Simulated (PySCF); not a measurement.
# Telling isomers of C7H4F3N apart by NMR

- coordinates at the GFN2-xTB level
- shielding tensors at PBE0/pcSseg-1 (GIAO)
- run in PySCF 2.14.0 with density-fitted response routines
- no solvent, no relativistic terms, one averaged value for each set of equivalent atoms, single conformer

Referencing at the same level of theory: TMS for 1H (σ = 31.72 ppm), 13C (σ = 186.93 ppm). Splittings of carbon signals by F and P are missing where no couplings were computed. Where no couplings were computed, multiplicities follow the n + 1 count of equivalent neighbours, and m marks all less simple cases (inequivalent or close neighbours, rings, F or P nearby). Shifts are as computed. Against solution values, carbons near 30 ppm lie about +3 ppm off and those near 130 ppm about +5 ppm. Of 1211 compounds with measured shifts, 218 miss one by over three times the rms of a fit or turn the order of signals round; such compounds aren't used in these exercises.

(1) Tabulate the signals of `CC#C[C@H](C#N)C(F)=C(F)F`, `C/C(C#CC#N)=C\C(F)(F)F`, `FC(F)=C(F)c1ccccn1` and their relative energies.

(2) What is the quickest way to tell CC#C[C@H](C#N)C(F)=C(F)F from C/C(C#CC#N)=C\C(F)(F)F?

(3) What is the quickest way to tell CC#C[C@H](C#N)C(F)=C(F)F from FC(F)=C(F)c1ccccn1?

(4) What is the quickest way to tell C/C(C#CC#N)=C\C(F)(F)F from FC(F)=C(F)c1ccccn1?

Results:

(1) 
```json
{"SMILES": "CC#C[C@H](C#N)C(F)=C(F)F", "carbon types": "5×C 1×CH 1×CH3", "δC": "168.6, 136.4, 118.8, 91.9, 72.6, 24.4, 4.3", "δH": "4.16 (m, 1H), 2.12 (s, 3H)", "E rel. (kcal/mol)": "63.2"}
{"SMILES": "C/C(C#CC#N)=C\\C(F)(F)F", "carbon types": "5×C 1×CH 1×CH3", "δC": "142.8, 138.3, 132.1, 110.7, 83.9, 79.4, 22.0", "δH": "6.56 (m, 1H), 2.32 (s, 3H)", "E rel. (kcal/mol)": "29.6"}
{"SMILES": "FC(F)=C(F)c1ccccn1", "carbon types": "3×C 4×CH", "δC": "170.1, 155.4, 155.2, 142.6, 138.4, 126.8, 123.3", "δH": "8.98 (d, 1H), 8.07 (m, 1H), 7.68 (m, 1H), 7.31 (m, 1H)", "E rel. (kcal/mol)": "0.0"}
```

Energies are electronic energies at PBE0/pcSseg-1 on these geometries, without zero-point or thermal terms, each for the one conformer computed, which needn't be the lowest.

(2) Both give the same number of carbon signals, with the same numbers of each carbon type, so the positions decide. The first has an allylic sp3 CH at 24.4 ppm, the second an alkene CH at 142.8 ppm. Their most deshielded carbons lie at 168.6 and 142.8 ppm. In the proton spectra the most deshielded non-exchanging signals are 4.16 (m, 1H) and 6.56 (m, 1H).

(3) Both give the same number of carbon signals, but DEPT or the intensities differ. The first has an alkyne carbon (C) at 72.6 ppm, the second an aromatic CH next to a ring nitrogen at 155.4 ppm. Their most deshielded carbons lie at 168.6 and 170.1 ppm. In the proton spectra the most deshielded non-exchanging signals are 4.16 (m, 1H) and 8.98 (d, 1H).

(4) Both give the same number of carbon signals, but DEPT or the intensities differ. The first has an allylic methyl carbon (CH3) at 22.0 ppm, the second a fully substituted alkene carbon (C) at 170.1 ppm. Their most deshielded carbons lie at 142.8 and 170.1 ppm. In the proton spectra the most deshielded non-exchanging signals are 6.56 (m, 1H) and 8.98 (d, 1H).
